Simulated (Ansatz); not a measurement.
Ansatz (a program for electronic structure) input:

Ansatz 0.2 input:
```yaml
crystal:
  periodic: [false, false, false]
  atoms:
    - {symbol: Cu, position_ang: [0.00000000, 0.00000000, 0.00000000]}
    - {symbol: Cl, position_ang: [0.00000000, 0.00000000, 2.07967726]}
    - {symbol: Cl, position_ang: [-0.00000000, -0.00000000, -2.07967726]}
basis:
  gaussian:
    orbitals: def2-TZVP
hamiltonian:
  xc: b3lyp
  dispersion: d3bj
magnetization: {spin_polarized: true, initial_magnetization: 1}
phonons: {temperatures: {t_min: 298.15, t_max: 298.15, t_step: 100}}
```

Problem. What final total energy does it print?

Solution. -2561.09532 Eh (B3LYP-D3(BJ)/def2-TZVP). The basis has 119 functions.

The spin state was set by rule; other spins were not relaxed.
